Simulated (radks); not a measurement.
Results of a calculation; reference values are marked as such.
Problem. Valence configurations of neutral magnesium (all share [Ne]). Code: a radial shooting solver on a logarithmic mesh with Libxc functionals. Model: non-relativistic Kohn-Sham, LDA (Slater exchange, Perdew-Wang correlation), spin-polarised, spherical densities, point nucleus; open shells are filled with parallel spins first. Order these by energy: 3s0.5 3p1.5; 3p2; 3s1.5 3p0.5; 3s2; 3s1 3p1.

Solution. From the lowest, in eV above it: 3s2 0.000; 3s1.5 3p0.5 1.564; 3s1 3p1 2.802; 3s0.5 3p1.5 4.684; 3p2 6.602. NIST lists [Ne] 3s2 as the ground configuration; this level of theory agrees among the configurations tried. The energies are those of spherical high-spin densities, not of single terms.
